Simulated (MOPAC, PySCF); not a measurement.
H4BN, SMILES `NB` (lower singlet), neutral singlet in the gas phase. This singlet lies 4.53 eV below the relaxed triplet at the level composite: frozen-core CCSD(T) with HF/cc-pVQZ and the correlation energy extrapolated as X^-3 from cc-pVTZ and cc-pVQZ, plus CCSDT(Q) minus CCSD(T) in cc-pVDZ // B3LYP-D3(BJ)/def2-TZVP (Ansatz).

Z-matrix (Å, degrees):
```
B
N 1 1.3876
H 2 1.0069 1 123.31
H 2 1.0069 3 113.38 1 -180.00
H 1 1.1928 2 119.04 3 179.99
H 1 1.1928 5 121.92 2 180.00
```
Charge 0, multiplicity 1.

All levels are single points at this geometry (B3LYP-D3(BJ)/def2-TZVP); Pople sets use spherical d functions. Orbital energies aren't observables, and empty levels follow the basis.

```
level                            HOMO (eV)  LUMO (eV)  gap (eV)  dipole (D)  vertical IE, Delta-SCF (eV)
-------------------------------  ---------  ---------  --------  ----------  ---------------------------
B3LYP-D3(BJ)/def2-TZVP in PySCF      -8.42      -0.02      8.40        1.97                            –
PBE-D3(BJ)/def2-TZVP in PySCF        -7.32      -0.75      6.58        2.07                            –
B3LYP/3-21G in PySCF                 -8.03       0.77      8.81        2.40                            –
B3LYP/6-31G* in PySCF                -8.02       0.70      8.72        2.13                        11.19
BP86/6-31G* in PySCF                 -7.01      -0.22      6.78        2.25                            –
PBE/6-31G* in PySCF                  -6.90      -0.15      6.75        2.25                            –
SVWN5/6-31G* in PySCF                -7.05      -0.37      6.69        2.31                        11.17
HF/3-21G in PySCF                   -11.83       4.72     16.55        2.05                            –
HF/6-31G* in PySCF                  -11.78       4.74     16.51        1.84                         9.56
AM1 in MOPAC                        -10.92       2.89     13.81        1.63                            –
PM3 in MOPAC                        -11.36       1.89     13.25        3.03                            –
PM6 in MOPAC                        -10.90       1.27     12.17        2.15                            –
PM7 in MOPAC                        -11.09       0.31     11.40        2.17                            –
```
